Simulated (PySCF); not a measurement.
Predicted microwave data (PBE0/pcSseg-1 in PySCF (dipole) on a GFN2-xTB geometry, gas phase) for one isomer of C5H8N2OSi:

| Item | Value |
| --- | --- |
| Rotational constants | A = 2180, B = 692.4, C = 631.5 MHz |
| Dipole components | \|μa\| = 0.56 D, \|μb\| = 2.59 D, \|μc\| = 2.03 D |
| Inertial defect | -161.41 u·Å² |
| κ | -0.92 |

Question: Which candidate fits, each taken in the one conformer that was computed?
A. `[CH2:1]=[N:2][CH2:3][c:4]1[cH:5][n:6][o:7][c:8]1[SiH3:9]` with C1–N2–C3–C4 130°, N2–C3–C4–C5 -162°
B. `[CH3:1][CH2:2]/[C:3]([C:4]#[N:5])=[N:6]\[SiH2:7][CH:8]=[O:9]` with C1–C2–C3–C4 -67°, C3–N6–Si7–C8 -118°, N6–Si7–C8–O9 146°
C. `[N:1]#[C:2][C@H:3]1[CH2:4][Si@@H:5]([NH:6][CH:7]=[O:8])[CH2:9]1` with C4–Si5–N6–C7 166°, Si5–N6–C7–O8 -1°, C2–C3–C4–Si5 135°, C3–C4–Si5–N6 -128°, C4–Si5–C9–C3 11°, C2–C3–C9–Si5 -135°

Answer: B. It is CC/C(C#N)=N\[SiH2]C=O, a near-prolate asymmetric top, point group C1. The candidates at the same level (rigid rotor, commonest isotopes):

| SMILES | A (MHz) | B (MHz) | C (MHz) | μa (D) | μb (D) | μc (D) | Δ (u·Å²) | point group | rotor |
| --- | --- | --- | --- | --- | --- | --- | --- | --- | --- |
| N#C[C@H]1C[Si@@H](NC=O)C1 | 3488 | 737.8 | 721.9 | 3.45 | 2.77 | 0.69 | -129.82 | C1 | near-prolate asymmetric top |
| C=NCc1cnoc1[SiH3] | 2073 | 1218 | 806.7 | 4.24 | 2.66 | 0.02 | -32.29 | C1 | asymmetric top |
| CC/C(C#N)=N\[SiH2]C=O | 2180 | 692.4 | 631.5 | 0.56 | 2.59 | 2.03 | -161.41 | C1 | near-prolate asymmetric top |

`N#C[C@H]1C[Si@@H](NC=O)C1` has A 60 % too high; `C=NCc1cnoc1[SiH3]` has B 76 % too high. No structure here is proved a minimum.
